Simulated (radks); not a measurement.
The numbers below are computed, except where a source is named.
Tm31+, configuration [Kr] 4d2.

Code: a radial shooting solver on a logarithmic mesh with Libxc functionals. Model: Dirac Kohn-Sham, exchange-only PBE, spin-unpolarised, spherical densities, finite nucleus; open shells fill j = l - 1/2 first; Fermi nuclear charge, rms radius 5.2256 fm.

Energy parts (hartree):
part                   energy
total             -13075.0444
kinetic            14535.8567
electron-nucleus  -30672.9731
Hartree             3300.6533
exchange            -238.5814

Orbitals (lengths in bohr, moments of r in powers of bohr; r(max) is where P^2 peaks; r(90%) holds 90 % of the orbital's charge):
| orbital | occ. | eigenvalue (hartree) | <r> | <1/r> | r(max) | r(90%) | small-component weight |
|---|---|---|---|---|---|---|---|
| 1s1/2 | 2 | -2219.084 | 0.02001 | 79.07 | 0.01261 | 0.0363 | 6.68e-02 |
| 2s1/2 | 2 | -410.3848 | 0.08427 | 19.06 | 0.07207 | 0.131 | 1.50e-02 |
| 2p1/2 | 2 | -393.2699 | 0.07005 | 19.03 | 0.05403 | 0.116 | 1.50e-02 |
| 2p3/2 | 4 | -357.2380 | 0.07743 | 16.42 | 0.06034 | 0.126 | 1.38e-02 |
| 3s1/2 | 2 | -124.7823 | 0.2187 | 7.045 | 0.2027 | 0.321 | 4.93e-03 |
| 3p1/2 | 2 | -117.3315 | 0.2083 | 6.961 | 0.1903 | 0.313 | 4.87e-03 |
| 3p3/2 | 4 | -109.5647 | 0.2216 | 6.297 | 0.2032 | 0.331 | 4.52e-03 |
| 3d3/2 | 4 | -96.99198 | 0.1946 | 6.179 | 0.1600 | 0.302 | 4.39e-03 |
| 3d5/2 | 6 | -95.28401 | 0.1987 | 6.018 | 0.1636 | 0.308 | 4.29e-03 |
| 4s1/2 | 2 | -53.95134 | 0.4539 | 3.265 | 0.4422 | 0.643 | 1.96e-03 |
| 4p1/2 | 2 | -50.83058 | 0.4531 | 3.192 | 0.4397 | 0.649 | 1.91e-03 |
| 4p3/2 | 4 | -48.54493 | 0.4738 | 2.976 | 0.4614 | 0.677 | 1.80e-03 |
| 4d3/2 | 2 | -43.43545 | 0.4672 | 2.850 | 0.4481 | 0.681 | 1.68e-03 |
| 4d5/2 | 0 | -42.95009 | 0.4731 | 2.799 | 0.4543 | 0.689 | 1.65e-03 |
| 5s1/2 | 0 | -29.87424 | 0.7960 | 1.834 | 0.8132 | 1.10 | 9.92e-04 |
| 5p1/2 | 0 | -28.43755 | 0.8065 | 1.792 | 0.8246 | 1.12 | 9.63e-04 |
| 5p3/2 | 0 | -27.50395 | 0.8337 | 1.703 | 0.8551 | 1.16 | 9.26e-04 |

The highest occupied level is 4d3/2 at -1181.9 eV. For comparison, the ionisation energy in NIST's Atomic Spectra Database is 1207 eV (theoretical). In exact Kohn-Sham theory the highest level is minus the ionisation energy, but local and semilocal functionals leave it too shallow, through self-interaction and a potential that decays too fast; potentials with the right tail come closer.

Beside tabulated values, note that spin-unpolarised runs miss the spin-polarisation part of the exchange energy of open shells.
